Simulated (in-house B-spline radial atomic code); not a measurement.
Radial electron density of Tc IX (Tc8+), [Ar] 3d10 4s2 4p5. Computed with an all-electron radial atomic-structure program (B-spline basis): non-relativistic M06-2X, spin-polarised, spherical fractional occupations, point nucleus.

Caution: exact exchange at fractional occupations of open shells leaves self-interaction of up to several eV.

Columns: r (bohr), 4πr²n(r) (electrons per bohr), bar.

```
 0.00147    1.329 #
 0.00178    1.897 #
 0.00215    2.681 ##
 0.00261    3.797 ###
 0.00316    5.309 ####
 0.00383    7.363 #####
 0.00464    10.08 #######
 0.00562    13.59 #########
  0.0068    17.99 ############
 0.00824    23.34 ################
 0.00998    29.51 ####################
  0.0121    36.21 ########################
  0.0146    42.67 #############################
  0.0177    48.39 ################################
  0.0215    52.24 ###################################
   0.026    53.39 ####################################
  0.0315    51.87 ###################################
  0.0382     48.7 #################################
  0.0462     46.1 ###############################
   0.056    46.61 ###############################
  0.0678    51.57 ##################################
  0.0822    59.52 ########################################
  0.0995    65.86 ############################################
   0.121     65.6 ############################################
   0.146    57.94 #######################################
   0.177     47.7 ################################
   0.214    42.86 #############################
    0.26    46.15 ###############################
   0.314    51.29 ##################################
   0.381    49.05 #################################
   0.461    37.16 #########################
   0.559    22.49 ###############
   0.677    13.25 #########
   0.819    10.63 #######
   0.993    9.733 #######
     1.2    7.132 #####
    1.46    3.533 ##
    1.76    1.182 #
    2.14   0.2281 
    2.59  0.02599 
    3.13  0.00155 
     3.8 3.739e-05
```

On this grid the curve has 3 maxima, near 0.026, 0.0995, 0.314 bohr.

The 4s up radial function P(r) = rR(r), positive near the nucleus:

```tsv
r (bohr)	P
0.000465	0.01521
0.000682	0.0221
0.001	0.03197
0.00147	0.04604
0.00215	0.06536
0.00316	0.09185
0.00464	0.1262
0.0068	0.1673
0.00998	0.2108
0.0146	0.2434
0.0215	0.2409
0.0315	0.1673
0.0462	-0.005669
0.0678	-0.2504
0.0995	-0.4163
0.146	-0.2614
0.214	0.256
0.314	0.6464
0.461	0.2314
0.677	-0.7518
0.993	-1.164
1.46	-0.6555
2.14	-0.1393
3.13	-0.00849
```
